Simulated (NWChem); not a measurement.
C4H4; SMILES C(C#C)=C

Results from NWChem. Each level has its own optimisation; frequencies are unscaled. Brackets give each atom's bonded neighbours.

For level PBE/def2-SVP:

```yaml
highest harmonic frequency (cm⁻¹): 3407
lowest (cm⁻¹): 213
zero-point energy (kcal/mol): 37.1
```

Problem. Estimate the same quantities for level PBE0/def2-SVP.

Solution. 
| Quantity | Result |
|---|---|
| highest harmonic frequency (cm⁻¹) | 3490 |
| lowest (cm⁻¹) | 224 |
| zero-point energy (kcal/mol) | 38.5 |
